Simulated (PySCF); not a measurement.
Job file and geometry (Å, from GFN2-xTB) of an NMR shielding run on `C1B(N)C[C@@H](F)C1`, C4H9BFN, GIAO PBE0/pcSseg-1 NMR shielding, non-relativistic, gas phase (PySCF); density fitting, a coarse starting grid and PySCF grid level 2 are the driver's defaults:

```
$ OMP_NUM_THREADS=1 python probes_run.py task.json out

{"job": {"kind": "nmr", "xc": "PBE0", "basis": "pcSseg-1"}, "charge": 0, "multiplicity": 1}
N      2.056930     0.072452     1.199055
B      0.870174     0.043274     0.500052
C     -0.300209     1.121414     0.580176
C     -1.470608     0.438516    -0.141059
C     -0.822303    -0.462733    -1.192419
F     -1.712490    -1.434360    -1.623891
C      0.412912    -1.077803    -0.532155
H      2.294761     0.793693     1.859009
H      2.777029    -0.624530     1.109229
H     -0.588543     1.436809     1.582499
H     -0.019214     2.028298     0.039130
H     -2.177071     1.140156    -0.584643
H     -2.015751    -0.200187     0.555958
H     -0.553083     0.106530    -2.090634
H      0.092951    -1.976887    -0.000169
H      1.146917    -1.395697    -1.271549
```

Problem. Write the output of this run.

Solution. 
```
coarse grid: 13160 points
cycle   1  E = -336.8011257768  dE =  8.315e-01  |g| = 6.347e-01  |ddm| = 3.413e+00
cycle   2  E = -336.7768117390  dE =  2.431e-02  |g| = 7.692e-01  |ddm| = 1.059e+00
cycle   3  E = -336.8858781091  dE = -1.091e-01  |g| = 6.279e-02  |ddm| = 5.691e-01
cycle   4  E = -336.8863983620  dE = -5.203e-04  |g| = 3.573e-02  |ddm| = 6.882e-02
cycle   5  E = -336.8866661700  dE = -2.678e-04  |g| = 4.576e-03  |ddm| = 3.266e-02
cycle   6  E = -336.8866704105  dE = -4.241e-06  |g| = 1.295e-03  |ddm| = 5.023e-03
final grid: 126984 points
cycle   7  E = -336.9301585771  dE = -4.213e-05  |g| = 9.281e-03  |ddm| = 2.718e-02
cycle   8  E = -336.9301462616  dE =  1.232e-05  |g| = 1.228e-02  |ddm| = 1.707e-02
cycle   9  E = -336.9301786672  dE = -3.241e-05  |g| = 1.129e-03  |ddm| = 9.505e-03
cycle  10  E = -336.9301788559  dE = -1.887e-07  |g| = 2.406e-04  |ddm| = 9.485e-04
cycle  11  E = -336.9301788643  dE = -8.427e-09  |g| = 4.734e-05  |ddm| = 1.463e-04
cycle  12  E = -336.9301788646  dE = -3.497e-10  |g| = 2.472e-05  |ddm| = 4.731e-05
converged SCF energy = -336.9301788646

GIAO shielding tensors (ppm)
atom      isotropic    diamagn.    paramagn.     s11        s22        s33       span
  0 N      166.381     314.172    -147.791     78.340    208.283    212.519    134.180
  1 B       51.557     192.229    -140.671     24.409     26.866    103.397     78.988
  2 C      170.409     252.824     -82.415    156.497    173.877    180.854     24.358
  3 C      149.764     248.813     -99.049    124.207    153.671    171.415     47.207
  4 C       86.413     244.700    -158.287     37.743     76.350    145.145    107.403
  5 F      367.067     471.197    -104.130    344.414    373.464    383.324     38.910
  6 C      157.198     253.306     -96.108    137.623    158.617    175.354     37.731
  7 H       27.749      29.450      -1.701     22.494     25.161     35.591     13.097
  8 H       27.645      29.419      -1.774     22.237     25.138     35.559     13.322
  9 H       30.725      31.085      -0.359     26.183     29.101     36.892     10.709
 10 H       31.024      31.255      -0.232     26.191     29.386     37.494     11.303
 11 H       29.456      30.066      -0.610     25.198     27.846     35.325     10.127
 12 H       30.037      31.053      -1.016     26.416     28.990     34.705      8.289
 13 H       26.549      30.647      -4.098     24.242     26.916     28.488      4.246
 14 H       30.514      30.926      -0.412     26.820     29.327     35.395      8.575
 15 H       30.155      30.882      -0.727     26.187     28.877     35.402      9.214
```

Size and cost of the density-fitted run: 164 basis functions, 21 s wall time on 1 thread of an Arm Neoverse V1, shared host; peak memory 0.75 GiB.
